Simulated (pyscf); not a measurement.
**H₃C–C(CH₃)=N• (SMILES CC(C)=[N]), doublet**

Gas-phase minimum from PySCF at ωB97X-D3(BJ)/def2-SVP, one conformer. Other isomers of H₃C–C(CH₃)=N• were not searched in full and may lie lower. 

SMILES: C(=[N])(C)C
```xyz
10

C     -1.1875    -1.0198    -0.0236
C     -0.5584     0.3614     0.0054
C      0.4415     0.6536     1.1096
N     -0.8536     1.2282    -0.8499
H     -0.4026    -1.7857    -0.1283
H     -1.7198    -1.2082     0.9224
H     -1.8936    -1.1087    -0.8601
H     -0.0421     0.5345     2.0924
H      0.8325     1.6760     1.0205
H      1.2781    -0.0612     1.0555
```
Charge 0, spin multiplicity 2.

Bond lengths (Å): C1–C2 1.518, C1–H5 1.102, C1–H6 1.102, C1–H7 1.098, C2–C3 1.518, C2–N4 1.253, C3–H8 1.102, C3–H9 1.098, C3–H10 1.102. Bond angles (°): C2–C1–H5 109.8, C2–C1–H6 109.8, C2–C1–H7 110.8, H5–C1–H6 107.9, H5–C1–H7 109.2, H6–C1–H7 109.2, C1–C2–C3 117.5, C1–C2–N4 121.2, C3–C2–N4 121.2, C2–C3–H8 109.8, C2–C3–H9 110.8, C2–C3–H10 109.9, H8–C3–H9 109.2, H8–C3–H10 107.9 (the first ones only).

Properties at ωB97X-D3(BJ)/def2-SVP:

* **Harmonic wavenumbers, unscaled**: 134, 183, 355, 446, 454, 818, 924, 945, 1081, 1095, 1203, 1380, 1388, 1451, 1454, 1459, 1472, 1805, 3070, 3072, 3161, 3164, 3198, 3198 cm⁻¹
* **Zero-point energy**: 52.8 kcal/mol
* **Rotational symmetry number**: 2
* **Entropy of this conformer at 298 K and 1 atm, rigid rotor and harmonic oscillator, modes under 100 cm⁻¹ raised to 100**: 295.9 J/(mol K)
* **Dipole moment**: 2.92 D
* **Spin expectation value S2**: 0.760

Single-point totals, which compare only within one level:

| level | total energy (hartree) |
|---|---|
| ωB97X-D3(BJ)/def2-TZVP | -172.76825 |
| PBE/def2-TZVP | -172.45785 |
| r²SCAN/def2-TZVP | -172.58493 |
| B3LYP-D3(BJ)/def2-TZVP | -172.70687 |
| PBE0-D3(BJ)/def2-TZVP | -172.48242 |
| M06-2X/def2-TZVP | -172.60060 |
| ωB97M-D3(BJ)/def2-TZVP | -172.73344 |

Soft torsions are taken as harmonic, which can shift the entropy by several J/(mol K).
